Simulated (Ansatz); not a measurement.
Ansatz (a quantum-chemistry and plane-wave program) input file for hydrogen iodide (HI), SMILES I, PBE0-D3(BJ)/def2-TZVPD. 

Ansatz 0.2 input:
```yaml
crystal:
  periodic: [false, false, false]
  atoms:
    - {symbol: I, position_ang: [0.00000000, 0.00000000, -0.02909413]}
    - {symbol: H, position_ang: [0.00000000, 0.00000000, 1.54198890]}
basis:
  gaussian:
    orbitals: def2-TZVPD
hamiltonian:
  xc: pbe0
  dispersion: d3bj
relax: {f_tol: 0.002, max_steps: 200}
```

Log of the run:

```
Functional definition: PBE0
integrals: 0.01 GiB planned
510 factors; their error is unknown
mean field: 0.14 GiB planned
mean field evaluation 1: about -8117.3328 eV, gradient 4.3e0 eV
mean field evaluation 2: about -8117.3652 eV, gradient 3.9e0 eV
mean field evaluation 4: about -8117.3871 eV, gradient 2.5e-1 eV
mean field evaluation 8: about -8117.6329 eV, gradient 3.9e-2 eV
mean field -8117.63292300 eV, -298.3175075912 hartree, gradient 2.4e-5 eV, S^2 0.000000; 0 other end points of the search recorded, 0 dependent functions left out
the calculation of the forces begins
reference -8117.63294734 eV, -298.3175084857 hartree; 13, 13 occupied and 55, 55 virtual orbitals, 510 factors
relax step   1: F+E_penalty+E_count = -8117.64388253 eV  Δ(F+E_penalty+E_count) = +0.000e0 eV  max|allowed force component| = 8.620e-1 eV/Å  Δτ_max = 0.0000 Å  (25 SCF iters, accepted)
these checks for a lower state are left out or cut short: starts, cluster_reference, orbital_swaps, neighbouring_geometries, increment
integrals: 0.01 GiB planned
510 factors; their error is unknown
mean field: 0.14 GiB planned
mean field evaluation 16: about -8117.4026 eV, gradient 1.2e-2 eV
mean field -8117.64778930 eV, -298.3180539175 hartree, gradient 1.0e-5 eV, S^2 0.000000; 0 other end points of the search recorded, 0 dependent functions left out
the calculation of the forces begins
reference -8117.64781360 eV, -298.3180548104 hartree; 13, 13 occupied and 55, 55 virtual orbitals, 510 factors
relax step   2: F+E_penalty+E_count = -8117.65874323 eV  Δ(F+E_penalty+E_count) = -1.486e-2 eV  max|allowed force component| = 2.371e-1 eV/Å  Δτ_max = 0.0255 Å  (30 SCF iters, accepted)
these checks for a lower state are left out or cut short: starts, cluster_reference, orbital_swaps, neighbouring_geometries, increment
integrals: 0.01 GiB planned
510 factors; their error is unknown
mean field: 0.14 GiB planned
mean field -8117.64922766 eV, -298.3181067763 hartree, gradient 9.6e-6 eV, S^2 0.000000; 0 other end points of the search recorded, 0 dependent functions left out
the calculation of the forces begins
reference -8117.64925197 eV, -298.3181076695 hartree; 13, 13 occupied and 55, 55 virtual orbitals, 510 factors
relax step   3: F+E_penalty+E_count = -8117.66018297 eV  Δ(F+E_penalty+E_count) = -1.440e-3 eV  max|allowed force component| = 7.235e-3 eV/Å  Δτ_max = 0.0062 Å  (31 SCF iters, accepted)
these checks for a lower state are left out or cut short: starts, cluster_reference, orbital_swaps, neighbouring_geometries, increment
integrals: 0.01 GiB planned
510 factors; their error is unknown
mean field: 0.14 GiB planned
mean field evaluation 32: about -8117.4039 eV, gradient 4.6e-4 eV
mean field -8117.64922899 eV, -298.3181068252 hartree, gradient 9.6e-6 eV, S^2 0.000000; 0 other end points of the search recorded, 0 dependent functions left out
the calculation of the forces begins
reference -8117.64925330 eV, -298.3181077185 hartree; 13, 13 occupied and 55, 55 virtual orbitals, 510 factors
relax step   4: F+E_penalty+E_count = -8117.66018426 eV  Δ(F+E_penalty+E_count) = -1.292e-6 eV  max|allowed force component| = 1.741e-6 eV/Å  Δτ_max = 0.0002 Å  (30 SCF iters, accepted)
integrals: 0.01 GiB planned
510 factors; their error is unknown
mean field: 0.14 GiB planned
mean field -8117.64922899 eV, -298.3181068252 hartree, gradient 9.6e-6 eV, S^2 0.000000; 1 other end points of the search recorded, 0 dependent functions left out
the calculation of the forces begins
reference -8117.64925330 eV, -298.3181077185 hartree; 13, 13 occupied and 55, 55 virtual orbitals, 510 factors
Total energy: -8117.66020856 eV, -298.3185103170 hartree
Atom 0 at    -0.000000     0.000000    -0.048575 Å, force    -0.000000     0.000000    -0.000002 eV/Å
Atom 1 at     0.000000    -0.000000     1.561470 Å, force     0.000000    -0.000000     0.000002 eV/Å
Dipole moment:     0.000000    -0.000000     0.095373 e Å
```

The calculation finished and met its thresholds.

Cost: about 4 core-seconds (a rough figure).
